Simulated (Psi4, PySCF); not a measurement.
Input for PySCF:
```python
from pyscf import gto, scf, dft

mol = gto.M(
    atom='''
C     0.766451    1.627237   -0.190876
C     0.330810    0.562873    0.445232
C    -0.608969   -0.433720    0.229106
C    -0.438703   -1.683667   -0.290334
H     1.536727    2.279062    0.237614
H     0.430837    1.987285   -1.190650
H    -1.561076   -0.264453    0.754516
H     0.476034   -1.971550   -0.792422
H    -1.180060   -2.466679   -0.167830
''',
    basis='6-31g*',
    charge=-1,
    spin=0,
    verbose=4,
)

mf = dft.RKS(mol)
mf.xc = 'bhandhlyp'
mf.grids.atom_grid = (99, 590)
mf.grids.prune = None
mf.kernel()
```

### Question
Convert this to an input for Psi4.

### Answer
This is not unique; one that fits is 
```
memory 2 GB

molecule mol {
-1 1
C     0.766451    1.627237   -0.190876
C     0.330810    0.562873    0.445232
C    -0.608969   -0.433720    0.229106
C    -0.438703   -1.683667   -0.290334
H     1.536727    2.279062    0.237614
H     0.430837    1.987285   -1.190650
H    -1.561076   -0.264453    0.754516
H     0.476034   -1.971550   -0.792422
H    -1.180060   -2.466679   -0.167830
}

set {
  basis 6-31g*
  reference rks
  scf_type pk
  puream true
  d_convergence 1e-8
  dft_radial_points 99
  dft_spherical_points 590
}

energy('bhhlyp')
print_variables()
```

Both were run: PySCF gave -155.202462 Eh and Psi4 -155.202462 Eh, 0.000 mEh apart.
